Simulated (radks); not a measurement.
The phosphorus anion P3-, configuration [Ar]. All-electron calculation, non-relativistic Kohn-Sham, PBE, spin-polarised, spherical densities, point nucleus; Watson sphere of charge +2.58 and radius 2.29 bohr. Program: a radial shooting solver on a logarithmic mesh with Libxc functionals.

X-ray form factor f0, the Fourier transform of the density (f0(0) = 18):

sin(theta)/lambda (1/angstrom),f0 (electrons)
0.05,17.066
0.1,14.858
0.15,12.468
0.2,10.565
0.25,9.274
0.3,8.449
0.4,7.458
0.5,6.657
0.6,5.831
0.8,4.286
1,3.126
1.25,2.230
1.5,1.750
2,1.330
